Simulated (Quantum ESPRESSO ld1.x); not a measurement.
ld1.x (Quantum ESPRESSO 7.5) input

```
 &input
    zed=74.0,
    iswitch=1,
    rel=1,
    lsd=1,
    dft='SLA-VWN',
    config='[Xe] 4f14 5d4 6s0 6p0 5f0 6d0',
    prefix='ld1',
    max_out_wfc=37,
    file_charge='ld1.rho',
 /
```

Output (excerpt):

```
     Program LD1 v.7.5 starts

     --------------------------- All-electron run ----------------------------

     scalar relativistic calculation

     atomic number is 74.00
     dft =SLA-VWN   lsd =1 sic =0 latt =0  beta=0.20 tr2=1.0E-14
     Exchange-correlation= SLA-VWN
                           (   1   2   0   0   0   0   0)
     mesh =2115 r(mesh) = 100.27685 a.u. xmin = -8.00 dx = 0.00800
     1 Ry =  13.60569312 eV, c = 137.03599908

     n l     nl                  e(Ry)          e(Ha)          e(eV)
     1 0     1S 1( 1.00)     -5104.9071     -2552.4535    -69455.7993
     2 0     2S 1( 1.00)      -882.1588      -441.0794    -12002.3815
     2 1     2P 1( 3.00)      -771.9029      -385.9514    -10502.2734
     3 0     3S 1( 1.00)      -204.0350      -102.0175     -2776.0373
     3 1     3P 1( 3.00)      -171.3912       -85.6956     -2331.8963
     4 0     4S 1( 1.00)       -42.9807       -21.4903      -584.7817
     4 1     4P 1( 3.00)       -32.2687       -16.1343      -439.0375
     3 2     3D 1( 5.00)      -133.7882       -66.8941     -1820.2816
     5 0     5S 1( 1.00)        -7.0583        -3.5292       -96.0333
     5 1     5P 1( 3.00)        -4.4338        -2.2169       -60.3250
     4 2     4D 1( 5.00)       -18.6941        -9.3470      -254.3456
     4 3     4F 1( 7.00)        -3.6492        -1.8246       -49.6492
     5 2     5D 1( 4.00)        -1.5530        -0.7765       -21.1303
     6 0     6S 1( 0.00)        -1.4946        -0.7473       -20.3352
     6 1     6P 1( 0.00)        -1.0003        -0.5001       -13.6093
     5 3     5F 1( 0.00)        -0.3217        -0.1608        -4.3766
     6 2     6D 1( 0.00)        -0.4778        -0.2389        -6.5013
     1 0     1S 2( 1.00)     -5104.9073     -2552.4536    -69455.8020
     2 0     2S 2( 1.00)      -882.1460      -441.0730    -12002.2081
     2 1     2P 2( 3.00)      -771.8923      -385.9462    -10502.1300
     3 0     3S 2( 1.00)      -204.0298      -102.0149     -2775.9673
     3 1     3P 2( 3.00)      -171.3857       -85.6928     -2331.8211
     4 0     4S 2( 1.00)       -42.9687       -21.4844      -584.6192
     4 1     4P 2( 3.00)       -32.2566       -16.1283      -438.8736
     3 2     3D 2( 5.00)      -133.7794       -66.8897     -1820.1615
     5 0     5S 2( 1.00)        -6.9423        -3.4711       -94.4548
     5 1     5P 2( 3.00)        -4.2837        -2.1419       -58.2831
     4 2     4D 2( 5.00)       -18.6791        -9.3395      -254.1421
     4 3     4F 2( 7.00)        -3.6188        -1.8094       -49.2360
     5 2     5D 2( 0.00)        -1.3672        -0.6836       -18.6018
     6 0     6S 2( 0.00)        -1.3469        -0.6735       -18.3259
     6 1     6P 2( 0.00)        -0.9019        -0.4509       -12.2705
     5 3     5F 2( 0.00)        -0.2979        -0.1490        -4.0534
     6 2     6D 2( 0.00)        -0.4491        -0.2246        -6.1108

     final scf error:  5.4E-15 reached in  29 iterations

     Etot =  -32264.589061 Ry,  -16132.294531 Ha, -438982.097510 eV
     Total magnetization:    4.00 Bohr mag.

     Ekin =   35548.744581 Ry,   17774.372291 Ha,  483665.309682 eV
     Encl =  -79713.487677 Ry,  -39856.743838 Ha,-1084557.251095 eV
     Eh   =   12526.166133 Ry,    6263.083066 Ha,  170427.172407 eV
     Exc  =    -626.012099 Ry,    -313.006049 Ha,   -8517.328504 eV
```

Run on one thread of a shared host, so times are rough (Intel(R) Xeon(R) Processor @ 2.60GHz): 0.93 s of CPU time, 1.6 s wall, 29 iterations on 2115 mesh points.
